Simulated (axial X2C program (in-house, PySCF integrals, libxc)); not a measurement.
## Correcting the dissociation energy of GeI⁺ for spin–orbit coupling

A spin-free PBE0 curve (one-electron X2C) was computed with an axial X2C code built on PySCF integrals, basis I dyall-cv3z [11s12p8d4f1g], Ge dyall-cv3z [9s9p7d4f1g] (cores contracted in-house), for the state M_S = 0, Λ = 0 (closed shell). It gives D0 = 3.916 eV to I + Ge+, which in a spin-free picture are the weighted means of the ground terms.

Measured levels of the ground terms (NIST Handbook of Basic Atomic Spectroscopic Data), in cm⁻¹: I 2P: J = 3/2 at 0, J = 1/2 at 7603.1; Ge+ 2P: J = 1/2 at 0, J = 3/2 at 1767.4.

The molecular state has Λ = 0, so it has no first-order lowering.

(1) How far does each ground level lie under the (2J+1)-weighted mean of its term?

(2) Correct D0.

Second-order spin–orbit effects in the molecule, which grow quickly with Z, are left out. The state is one determinant whose occupation by symmetry is held fixed; it was picked as the lowest of a PBE0 search that is not exhaustive. De is counted from the lowest determinant-based energies of the atoms at the same level, without counterpoise correction.

## Answers

(1) I: (4 × 0 + 2 × 7603.1)/6 = 2534 cm⁻¹; Ge+: (2 × 0 + 4 × 1767.4)/6 = 1178 cm⁻¹.

(2) D0 = 3.916 + (0 − 3712)/8065.5 = 3.456 eV at PBE0 with these spin–orbit terms.
